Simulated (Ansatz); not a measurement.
The first iterations of a band of CH6BN + H3P (13 atoms, charge 0, multiplicity 1).

Computed with RKS r2SCAN-D4/6-31G* (Ansatz 0.2.0).

```
movable images  : 7
climbing image  : yes
spring          : 5.0 eV/Å²
optimiser       : quadratic models (default)
start path      : through a guess of the saddle point
force threshold : 0.05 eV/Å
iteration limit : 60
end points      : relaxed
```

Initial state:

```xyz
13
Properties=species:S:1:pos:R:3
B 0.153 -0.447 0.226
N 0.219 -0.836 1.569
H -0.596 -0.993 2.145
H 1.092 -1.003 2.053
C 1.449 -0.226 -0.639
H 1.436 -0.875 -1.526
H 1.480 0.801 -1.028
H 2.389 -0.411 -0.101
H -0.949 -0.285 -0.238
P -0.553 3.143 0.723
H -1.844 2.551 0.803
H -0.878 4.162 1.665
H -0.013 2.278 1.715
```

Final state:

```xyz
13
Properties=species:S:1:pos:R:3
B -0.121 0.527 0.125
N -0.097 -0.077 1.671
H 0.038 -1.093 1.676
H 0.668 0.342 2.206
C 1.292 0.133 -0.540
H 1.463 -0.956 -0.571
H 1.332 0.479 -1.580
H 2.161 0.583 -0.031
H -1.089 -0.005 -0.384
P -0.411 2.483 0.230
H -1.474 2.516 1.191
H 0.591 2.796 1.209
H -0.967 0.130 2.165
```

| iteration | highest image above the first end (eV) | largest band force component (eV/Å) |
| --- | --- | --- |
| 1 | 5.846 | 18.771 |
| 2 | 3.288 | 3.680 |
| 3 | 2.400 | 3.565 |
| 4 | 2.178 | 1.045 |
| 5 | 2.331 | 1.627 |
| 6 | 2.201 | 0.878 |
| 7 | 2.036 | 1.658 |
| 8 | 1.873 | 1.815 |

Task: Does the band converge within its limit, and where does its top end?

Result: The forces met the threshold. It ended after 24 iterations with the highest image 1.706 eV above the first end. A structure lower than the first end lies on the path between it and the top, so the climb from that side starts below the end, which may itself be a saddle point or a shallow side well. Neighbouring images differ by up to 1.5 eV, so the band resolves the path poorly. A vibrational analysis at the climbing image gives one clearly imaginary mode, 1274i cm⁻¹: a first-order saddle point. The orbitals stay closed-shell, which can raise the energy where a bond breaks towards radicals; this wasn't checked here.

Time of the run: 3.7 min on 2 threads of Intel(R) Xeon(R) 6975P-C (Granite Rapids), on a shared host, peak memory 0.16 GiB.
